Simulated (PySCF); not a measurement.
NMR data simulated for an unnamed compound:

$^{1}$H NMR (400 MHz, computed): δ 5.27 (s, 3H), 5.26 (s, 3H), 4.77 (m, 1H), 4.73 (m, 1H), 1.44 (m, 3H).

$^{13}$C{$^{1}$H} NMR (computed): δ 89.7 (CH), 19.1 (CH3).

Computational details: shielding tensors at PBE0/pcSseg-1 (GIAO), geometry: GFN2-xTB, in PySCF 2.14.0 with density-fitted response routines (isolated molecule, equivalent nuclei averaged, one computed conformer, non-relativistic).

Scale: $^{1}$H (σ = 31.72 ppm), $^{13}$C (σ = 186.93 ppm) against TMS (reference shieldings calculated alike).

Question: Which of these does the molecule contain: a three-membered ring, an N-methyl group, a methoxy group, a Si–H bond?

Answer: 
- A three-membered ring: no.
- An N-methyl group: no.
- A methoxy group: no.
- A Si–H bond: yes (δH 4.77 (m)).

The data belong to `O([SiH]([C@@H](C)F)O[SiH3])[SiH3]`, C₂H₁₁FO₂Si₃; they needn't prove each group on their own.

Carbon signals by region: 1 at 50–100 ppm, 1 below 50 ppm.

Splittings by $^{19}$F in the carbon and heteronuclear signals aren't shown, as no couplings were computed. Shifts are as computed. Against solution values, carbons near 30 ppm lie about +3 ppm off and those near 130 ppm about +5 ppm. Of 1211 compounds with measured shifts, 218 miss one by over three times the rms of a fit or turn the order of signals round; such compounds aren't used in these exercises. No couplings were computed; multiplicities are counted from neighbouring protons, with m where these are inequivalent, close in shift, in a saturated or five-membered ring or joined by F or P, and br s for small geminal =CH2 splittings.
